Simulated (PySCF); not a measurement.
**SMILES [SiH3]Cc1ccc(Cl)s1, C5H7ClSSi**

Geometry:
```json
{"atom": "Si1", "x (Å)": "-2.287", "y (Å)": "0.865", "z (Å)": "-0.422"}
{"atom": "C2", "x (Å)": "-1.265", "y (Å)": "-0.758", "z (Å)": "-0.422"}
{"atom": "C3", "x (Å)": "0.161", "y (Å)": "-0.488", "z (Å)": "-0.141"}
{"atom": "C4", "x (Å)": "0.803", "y (Å)": "-0.486", "z (Å)": "1.057"}
{"atom": "C5", "x (Å)": "2.168", "y (Å)": "-0.124", "z (Å)": "0.975"}
{"atom": "C6", "x (Å)": "2.548", "y (Å)": "0.155", "z (Å)": "-0.297"}
{"atom": "Cl7", "x (Å)": "4.103", "y (Å)": "0.632", "z (Å)": "-0.830"}
{"atom": "S8", "x (Å)": "1.239", "y (Å)": "-0.024", "z (Å)": "-1.425"}
{"atom": "H9", "x (Å)": "-1.760", "y (Å)": "1.750", "z (Å)": "-1.458"}
{"atom": "H10", "x (Å)": "-3.677", "y (Å)": "0.506", "z (Å)": "-0.700"}
{"atom": "H11", "x (Å)": "-2.165", "y (Å)": "1.486", "z (Å)": "0.896"}
{"atom": "H12", "x (Å)": "-1.368", "y (Å)": "-1.247", "z (Å)": "-1.390"}
{"atom": "H13", "x (Å)": "-1.656", "y (Å)": "-1.438", "z (Å)": "0.336"}
{"atom": "H14", "x (Å)": "0.319", "y (Å)": "-0.745", "z (Å)": "1.982"}
{"atom": "H15", "x (Å)": "2.832", "y (Å)": "-0.076", "z (Å)": "1.818"}
```

Level of theory: GIAO wB97X-D/pcSseg-1 magnetisability, rotational g tensor and spin-rotation constants, non-relativistic, gas phase in PySCF. Geometry: GFN2-xTB.

(1) Give the nuclear spin-rotation constants along the inertial axes (H = +C I·J) beside the isotropic shieldings.

(2) How do the rotational constants and the g tensor change when H9, H10, H11, H12, H13, H14, H15 are replaced by deuterium?

Answers

(1) Rotational constants 3.2367, 0.5876, 0.5464 GHz. A star marks the isotopologue with that one atom substituted, in its own axes.
```csv
atom,isotope,Caa (kHz),Cbb (kHz),Ccc (kHz),mean (kHz),σ (ppm)
Cl7,35Cl,0.351,0.196,0.133,0.227,760.8
H9,1H,-0.234,0.002,-0.045,-0.092,27.9
H10,1H,0.089,-0.055,-0.044,-0.003,27.8
H11,1H,-0.306,-0.020,-0.013,-0.113,28.0
H12,1H,-0.355,-0.031,-0.015,-0.134,29.6
H13,1H,-0.270,-0.007,-0.050,-0.109,29.4
H14,1H,-0.156,0.029,-0.061,-0.063,25.2
H15,1H,-0.086,0.005,-0.050,-0.043,25.0
Si1,29Si*,-1.830,-0.329,-0.302,-0.820,408.0
C2,13C*,0.376,0.087,0.078,0.181,172.3
C3,13C*,1.529,0.220,0.112,0.620,31.8
C4,13C*,1.241,0.214,0.094,0.516,60.0
C5,13C*,1.322,0.203,0.105,0.544,53.9
C6,13C*,1.538,0.169,0.129,0.612,42.7
S8,33S*,1.102,0.265,0.182,0.516,247.7
```
For the geometry as given, no vibrational averaging.

(2) Constants 2.7810, 0.5469, 0.5070 GHz; g -0.0363, -0.0107, -0.0011, against -0.0422, -0.0114, -0.0011 before.
